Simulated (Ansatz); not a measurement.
Basis-set extrapolation for C₄H₁₂Al₂F₂ (`C[CH2][Al@H-]1[F+][Al@@H-]([CH2]C)[F+]1`) (PBE0-D4/def2-TZVP geometry, frozen core, the Gaussian-basis code of Ansatz). Multiplicity 1, RHF reference.

```json
{"": "HF", "def2-TZVPP": "-841.550350", "def2-QZVPP": "-841.583541"}
{"": "MP2 correlation", "def2-TZVPP": "-1.381073", "def2-QZVPP": "-1.487255"}
{"": "CCSD(T) correlation", "def2-TZVPP": "-1.499216", "def2-QZVPP": "not run"}
```

Energies in hartree. Use E(X) = E(∞) + A·exp(−7.88·√X) for Hartree–Fock and E(X) = E(∞) + B·X^(−2.97) for correlation, with X = 3 and 4, and add CCSD(T) minus MP2 of the smaller set to the MP2 limit.

Question: What is the CCSD(T) energy at the basis-set limit?

Answer: HF limit: -841.583541 + (-0.033191) × 0.13774 = -841.58811. MP2 limit: -1.487255 + (-0.106182) × 0.74074 = -1.56591. Higher-order term: -1.499216 − (-1.381073) = -0.11814. Total: -843.27216 hartree, 139.7 kcal/mol below CCSD(T)/def2-TZVPP.
